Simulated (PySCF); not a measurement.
# Exercise with solution: oscillator strength and radiative lifetime

B(F)(OMe)(OSiH3) (CH6BFO2Si), SMILES COB(F)O[SiH3].

Coordinates come from a r2SCAN-D4/def2-SVP optimisation. This is a generated structure with no PubChem entry under its InChIKey; it may be hypothetical. One conformer was computed; it need not be the lowest.

TDA-PBE/def2-SVPD run with PySCF puts the first singlet state with f over 0.02 at 7.74 eV (vertical), with the transition dipole (-0.231, -0.039, 0.249) in atomic units.

### Question
Find the oscillator strength, the wavelength and the radiative lifetime that this transition would have in vacuum if emission retraced absorption.

### Answer

|μ|² = 0.1169 au, so |μ| = 0.87 D. ΔE = 7.74/27.211 = 0.2844 hartree. f = (2/3) ΔE |μ|² = 0.022 (the program prints 0.022).
λ = 1239.84/7.74 = 160 nm; ν = 62427 cm⁻¹.
Einstein's coefficient A = 0.6670 ν² f s⁻¹ (ν in cm⁻¹) = 5.8e7 s⁻¹, so τ = 1/A = 17 ns. This state is S6; the lower singlets have f = 0.000, 0.011, 0.001, 0.001, 0.000. The figure is the radiative limit of this one transition; relaxation, internal conversion, crossing to triplets and a medium change what is measured.
